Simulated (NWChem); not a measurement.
System: C2H4BNO; SMILES CBN=C=O

NWChem input:

```
start job
memory heap 200 mb stack 900 mb global 1100 mb
geometry units angstroms noautosym noautoz
  B     -1.104628     0.442580    -0.855819
  H     -1.997223    -0.075502    -1.409810
  C     -0.854764     1.996027    -0.929280
  H     -0.691087     2.301882    -1.961832
  H     -0.005977     2.335644    -0.341648
  H     -1.736287     2.541107    -0.595351
  N     -0.255551    -0.384130    -0.119551
  C      0.615376    -0.808222     0.568045
  O      1.428962    -1.301939     1.225566
end
basis spherical
  * library 6-31g*
end
dft
  xc b3lyp
  iterations 150
end
driver
  maxiter 120
end
task dft optimize
task dft freq
```

The level has its own optimisation; frequencies are unscaled.

### Question
Predict the main results of this run. (B3LYP/6-31G* (spherical d).) Quantities: r B–H (Å); r B–C (Å); r B–N (Å); r C–N (Å); highest harmonic frequency (cm⁻¹); lowest (cm⁻¹); zero-point energy (kcal/mol); dipole (D).

### Answer
```yaml
r B–H (Å): 1.199
r B–C (Å): 1.566
r B–N (Å): 1.421
r C–N (Å): 1.203
highest harmonic frequency (cm⁻¹): 3133
lowest (cm⁻¹): 57
zero-point energy (kcal/mol): 39.4
dipole (D): 1.76
```
